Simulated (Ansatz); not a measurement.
Basis-set series for F₂HOSb (`[OH][Sb]([F])[F]`). The species carries charge 0 and has multiplicity 1. Sb takes the def2 core potential. The geometry is a stationary point of PBE0-D4/def2-TZVP. It is one conformer, not always the lowest.

```csv
functional,basis,functions,energy (Eh),HOMO (eV),LUMO (eV)
PBE0-D4,def2-TZVPP,157,-515.72572,-9.29,-1.29
PBE0-D4,def2-QZVPP,283,-515.74703,-9.32,-1.35
ωB97M-V,def2-TZVPP,157,-515.88551,-11.52,0.52
ωB97M-V,def2-QZVPP,283,-515.90625,-11.57,0.37
```

Q: Give the rows for def2-SVP. (An estimate is asked.)

A: The calculation gave: 
```csv
functional,basis,functions,energy (Eh),HOMO (eV),LUMO (eV)
PBE0-D4,def2-SVP,73,-515.34220,-9.04,-0.96
ωB97M-V,def2-SVP,73,-515.49354,-11.23,1.02
```

Positive LUMOs are unbound and depend on the basis.

Computed with Ansatz.
